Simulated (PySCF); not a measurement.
Gas-phase reaction: 2 GeF2 + F2 → 2 GeF3

Energies from PySCF (xtb for GFN2), thermal terms from the rigid-rotor harmonic-oscillator model, ideal gas at 1 bar. † marks an energy on the PBE0/def2-TZVP geometry and frequencies; other levels use their own. MP2 and CCSD(T) freeze the core. 6-31G* has spherical d functions here. Open shells (unrestricted): GeF3 (multiplicity 2); the rest are closed-shell singlets. GFN2 has no spin-polarisation term. B3LYP is the form with VWN-RPA correlation. Ge: all electrons, no relativistic terms. GeF3: computed as isolated molecules; such fragments, hydroxides, amides, oligomers or adducts are transient or little studied in the gas. MP2 isn't extrapolated to the basis-set limit; its ΔH°(298 K) is -495.4 kJ in def2-SVP and -504.1 kJ in def2-TZVPP. CCSD(T) isn't extrapolated to the basis-set limit; its ΔH°(298 K) is -434.9 kJ in def2-SVP and -456.4 kJ in def2-TZVPP. The harmonic model lacks anharmonicity and excited electronic states, which grow with temperature; levels with a mode under 35 cm⁻¹ are left out.

```csv
level,"ΔE electronic, kJ","ΔH°(298 K), kJ","ΔS°(298 K), J/K","ΔG°(1000 K), kJ"
B3LYP/6-31G*,-396,-391,-143,-253
CCSD(T)/def2-TZVPP†,-462,-456,-144,-317
GFN2-xTB,-150,-148,-105,-50
HF/6-31G*,-539,-533,-148,-389
HF/def2-TZVP†,-574,-569,-144,-430
MP2/def2-TZVPP†,-509,-504,-144,-365
PBE/def2-SVP,-408,-403,-141,-267
r2SCAN/def2-TZVP†,-482,-477,-144,-338
LDA/def2-TZVP†,-445,-440,-144,-300
```
ΔH° is lowest at HF/def2-TZVP† and highest at GFN2-xTB. No reference value is set beside these.
